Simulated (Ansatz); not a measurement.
H7N2PSi2. The species carries charge 0 and has multiplicity 1. The bonds changed during the relaxation, so this is another structure than the one it started from. Geometry: relaxed with PBE0-D4/def2-TZVP. It is one conformer, not always the lowest.

```xyz
12

N    -0.266    0.101    1.540
P     0.310   -1.422    0.764
Si    0.329   -0.503   -1.345
N    -0.264    1.072   -1.057
Si    0.255    1.804    0.478
H    -1.275    0.118    1.648
H     0.134    0.178    2.471
H    -0.963   -2.044    0.630
H    -0.521   -1.323   -2.258
H    -1.123    1.390   -1.477
H     1.730   -0.534   -1.832
H     1.653    1.162    0.439
```

Q: What is the dipole moment at B3LYP/def2-TZVPP? (An estimate is asked.)

A: The calculation gave: 3.56 D, with components (-2.48, -2.25, 1.22) D in this frame, pointing from negative to positive charge.

Q: And with PBE, r2SCAN, ωB97M-V? (Best estimate.)

A: Computed: PBE 3.47 D, r2SCAN 3.61 D, ωB97M-V 3.63 D.

Q: Give the Mulliken charges with B3LYP, ωB97M-V, PBE in def2-TZVPP. (Estimate.)

A: The calculation gave: 
```csv
atom,B3LYP,ωB97M-V,PBE
N1,-0.15,-0.16,-0.13
P2,-0.02,-0.03,-0.06
Si3,0.36,0.27,0.27
N4,-0.35,-0.35,-0.29
Si5,0.01,-0.03,-0.08
H6,0.14,0.14,0.16
H7,0.16,0.15,0.18
H8,0.02,0.05,0.03
H9,-0.08,-0.03,-0.07
H10,0.13,0.11,0.14
H11,-0.07,-0.02,-0.05
H12,-0.13,-0.09,-0.10
```

B3LYP here is the variant with VWN-RPA as its local correlation; programs differ in this.
